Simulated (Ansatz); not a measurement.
Mulliken charges of Cl2IIn, SMILES `[Cl][In]([Cl])[I]` from r2SCAN/def2-TZVPP in Ansatz (PBE0-D4/def2-TZVP geometry).

```
atom   x (Å)   y (Å)   z (Å)  charge (e)
 Cl1  -1.689  -1.185   1.071      -0.330
 In2   0.023  -0.052   0.031       0.861
 Cl3   2.171  -0.617   0.639      -0.330
  I4  -0.449   1.794  -1.762      -0.200
```

By hand: the dipole of these point charges (1 e Å = 4.8032 D).

Σ q r = (-0.049, 0.191, -0.185) e Å, of length 0.270 e Å = 1.30 D.

How does the dipole of the full density compare? (Best estimate.)

Computed: (-0.049, 0.192, -0.186) e Å, 1.31 D; the point charges give 0.99 times that, at 0° from its direction.

Point charges leave out the atoms' own dipoles, such as those of lone pairs, and Mulliken's split depends on the basis, so the close match here is no proof of good charges.
